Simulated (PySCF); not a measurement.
O$_{3}$, charge -1, doublet, at a GFN2-xTB geometry (a state made from the parent by changing its charge; the spin is typed, not shown lowest).

Input for PySCF:
```python
from pyscf import gto, scf, cc

mol = gto.M(
    atom='''
O     1.13637858   -0.23245903    0.05644501
O     0.00065138    0.46397079   -0.01013412
O    -1.13702995   -0.23151176   -0.04631090
''',
    basis='def2-sv(p)',
    charge=-1,
    spin=1,
    verbose=4,
)

mf = scf.UHF(mol)
mf.kernel()

mycc = cc.CCSD(mf)
mycc.kernel()
print('E(CCSD) = %.10f' % mycc.e_tot)
```

What does this run give for the number of basis functions, SCF-reference Mulliken (on the basis functions themselves) charges in atom order, MP2 correlation energy, SCF-reference HOMO energy?


```json
{
 "number_of_basis_functions": "42",
 "SCF-reference Mulliken (on the basis functions themselves) charges in atom order": "O1 -0.51, O2 0.01, O3 -0.51",
 "MP2 correlation energy": "-0.5588 Eh",
 "SCF-reference HOMO energy": "-2.90 eV"
}
```

These values belong to the state on which the SCF converged, which isn't shown to be the lowest.
